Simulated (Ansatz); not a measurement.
Ansatz results at the PBE0-D4/def2-TZVP geometry: size of the dipole moment (B3LYP/def2-TZVPP) 1.84 D; HOMO–LUMO gap (PBE0/def2-TZVPP) 7.17 eV; HOMO energy (PBE/def2-TZVPP) -6.72 eV.

Each molecule was computed in one conformer, which needn't be the lowest.

Task: Which molecule gave them?
A. `C[CH](C)[Ga]([CH](C)C)[CH](C)C`
B. `[F][Ga]([F])[SeH]`
C. `C[O][Ga]([OH])[Cl]`
D. `[SH][GaH][SH]`

Result: C. The others give `[SH][GaH][SH]`: 0.57, 6.40, -6.40; `[F][Ga]([F])[SeH]`: 2.56, 6.42, -6.98; `C[CH](C)[Ga]([CH](C)C)[CH](C)C`: 0.27, 5.76, -5.29.

B3LYP here is the variant with VWN-RPA as its local correlation; programs differ in this.
